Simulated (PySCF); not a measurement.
Two species compared at the same levels of theory.

First species: C2H11NSi2.
SMILES: `CN(C)[SiH2][SiH3]`

Second species: 3-ethylthiophene, C₆H₈S.
InChI=1S/C6H8S/c1-2-6-3-4-7-5-6/h3-5H,2H2,1H3

Levels: CAM-B3LYP/def2-SVPD for dipole moment, HOMO energy, LUMO energy, HOMO–LUMO gap, static isotropic polarisability and electronic spatial extent ⟨r²⟩ about the centre of nuclear charge; TDDFT CAM-B3LYP/def2-SVPD for lowest singlet excitation; TDA CAM-B3LYP/def2-SVPD for lowest triplet excitation (Tamm–Dancoff); GFN2-xTB for rotational constant A and rotational constant C. Geometries: GFN2-xTB. Each structure is a single optimised conformer of the isolated species, non-relativistic unless stated; the electronic structure was computed with PySCF and density fitting.

Dipoles, sizes and rotational constants follow the conformer. The torsions of the flexible species, by atom-mapped SMILES:
- `[CH3:1][N:2]([CH3:3])[SiH2:4][SiH3:5]`: C1–N2–Si4–Si5 74°
- `[CH3:1][CH2:2][c:3]1[cH:4][cH:5][s:6][cH:7]1`: C1–C2–C3–C4 76°

Values for the first species:

| Item | Value |
| --- | --- |
| Dipole moment | 0.80 D |
| HOMO energy | -7.56 eV |
| LUMO energy | 0.86 eV |
| HOMO–LUMO gap | 8.42 eV |
| Lowest singlet excitation | 5.17 eV |
| Lowest triplet excitation (Tamm–Dancoff) | 4.82 eV |
| Static isotropic polarisability | 90.6 au |
| Electronic spatial extent ⟨r²⟩ about the centre of nuclear charge | 930 bohr² |
| Rotational constant A | 4.739 GHz |
| Rotational constant C | 1.558 GHz |

Problem. Estimate the same properties for the second species, and the change in each.

Solution. 
```json
{"property": "dipole moment", "first": "0.80 D", "second": "0.96 D", "second less first": "+0.16 D"}
{"property": "HOMO energy", "first": "-7.56 eV", "second": "-7.97 eV", "second less first": "-0.41 eV"}
{"property": "LUMO energy", "first": "0.86 eV", "second": "0.78 eV", "second less first": "-0.08 eV"}
{"property": "HOMO–LUMO gap", "first": "8.42 eV", "second": "8.75 eV", "second less first": "+0.33 eV"}
{"property": "lowest singlet excitation", "first": "5.17 eV", "second": "5.76 eV", "second less first": "+0.59 eV"}
{"property": "lowest triplet excitation (Tamm–Dancoff)", "first": "4.82 eV", "second": "3.84 eV", "second less first": "-0.98 eV"}
{"property": "static isotropic polarisability", "first": "90.6 au", "second": "86.1 au", "second less first": "-4.5 au"}
{"property": "electronic spatial extent ⟨r²⟩ about the centre of nuclear charge", "first": "930 bohr²", "second": "990 bohr²", "second less first": "+60 bohr²"}
{"property": "rotational constant A", "first": "4.739 GHz", "second": "5.565 GHz", "second less first": "+0.826 GHz"}
{"property": "rotational constant C", "first": "1.558 GHz", "second": "1.241 GHz", "second less first": "-0.317 GHz"}
```

On the first: In wavenumbers S1 is 41700 cm⁻¹ (1 eV = 8065.54 cm⁻¹). The vertical singlet–triplet gap S1 − T1 is 0.35 eV (TDDFT singlet less Tamm–Dancoff triplet; S1: HOMO→LUMO, weight 0.95; T1: HOMO→LUMO, weight 0.87).

On the second: The polarisability is 12.76 Å³ as a volume (1 au = 0.148185 Å³), or 1.43 au for each of the 60 electrons. The dipole matches unit charges of opposite sign 0.20 Å apart (1 e·Å = 4.8032 D).
